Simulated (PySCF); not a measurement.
Mapped SMILES: `[CH2:1]=[C:2]([O:3][CH:4]([F:5])[F:6])[C:7](=[O:8])[CH:9]([F:10])[F:11]`. Hydrogens are named by the atom that carries them. Ha(C1) is cis to O3; Hb(C1) is trans to O3.

Theoretical values (PySCF 2.14.0 with density-fitted response routines): NMR shieldings at PBE0/pcSseg-1/GIAO, structure optimised with PBE0-D3(BJ)/def2-SVP. Gas phase, equivalent nuclei averaged, no relativistic terms, one conformer.

Scale: TMS for $^{13}$C (σ = 184.41 ppm) (reference shieldings calculated alike).

Task: Do the $^{13}$C shifts follow the atomic charges (in e)? Tabulate both.

Result: 
| atoms | hybridisation | δ (ppm) | σ para (ppm) | Hirshfeld | IAO | Mulliken | ESP-fitted |
| --- | --- | --- | --- | --- | --- | --- | --- |
| C7 | sp2 | 188.6 | -254 | +0.14 | +0.34 | +0.18 | +0.44 |
| C2 | sp2 | 156.3 | -229 | +0.05 | +0.13 | +0.01 | +0.03 |
| C4 | sp3 | 119.8 | -176 | +0.21 | +0.62 | +0.69 | +0.43 |
| C9 | sp3 | 111.6 | -172 | +0.14 | +0.41 | +0.58 | +0.40 |
| C1 | sp2 | 110.7 | -182 | -0.09 | -0.32 | -0.09 | -0.38 |

Correlation coefficients of δ with charge over these carbons: Hirshfeld +0.20, IAO +0.14, Mulliken -0.33, ESP-fitted +0.31; with the paramagnetic shielding -0.98. With so few points, grouped by hybridisation, these coefficients are fragile. Charge is one influence among several: hybridisation and low-lying excitations act through the paramagnetic term.

Shifts are as computed. Against solution values, carbons near 30 ppm lie about +2 ppm off and those near 130 ppm about +5 ppm. Of 1313 compounds with measured shifts, 239 miss one by over three times the rms of a fit or turn the order of signals round; such compounds aren't used in these exercises.
